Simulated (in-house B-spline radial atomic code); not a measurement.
The outermost shell (largest non-relativistic mean radius) with and without relativity; Dirac values are averaged over j. Computed with an all-electron radial atomic-structure program (B-spline basis): non-relativistic Hartree-Fock and Dirac-Hartree-Fock, averages of the configuration (point nuclei without relativity, finite nuclei with it).

| ion | configuration | outermost shell | radius non-relativistic (bohr) | radius Dirac (bohr) | radius change (%) | level non-relativistic (eV) | level Dirac (eV) | spin-orbit splitting (eV) |
| --- | --- | --- | --- | --- | --- | --- | --- | --- |
| B+ | [He] 2s2 | 2s | 1.7982 | 1.7976 | -0.031842 | -23.778 | -23.785 | - |
| C+ | [He] 2s2 2p1 | ? | ? | ? | ? | ? | ? | ? |
| N+ | [He] 2s2 2p2 | ? | ? | ? | ? | ? | ? | ? |
| O+ | [He] 2s2 2p3 | 2p | 1.0965 | 1.0964 | -0.011061 | -33.857 | -33.849 | 0.042834 |
| F+ | [He] 2s2 2p4 | 2p | 0.9736 | 0.97343 | -0.017422 | -38.704 | -38.693 | 0.076582 |
| Ne+ | [He] 2s2 2p5 | 2p | 0.87588 | 0.87567 | -0.024809 | -43.718 | -43.703 | 0.1277 |

**Question.** Fill in the row of C+.

**Answer.** outermost shell: 2s; radius non-relativistic (bohr): 1.4755; radius Dirac (bohr): 1.4748; radius change (%): -0.050969; level non-relativistic (eV): -31.396; level Dirac (eV): -31.413.

**Question.** Fill in the row of N+.

**Answer.** outermost shell: 2p; radius non-relativistic (bohr): 1.256; radius Dirac (bohr): 1.2559; radius change (%): -0.0057334; level non-relativistic (eV): -29.167; level Dirac (eV): -29.161; spin-orbit splitting (eV): 0.021861.

**Question.** Which member changes most?

**Answer.** Carbon (C+): its 2s shell contracts by 0.1 %.
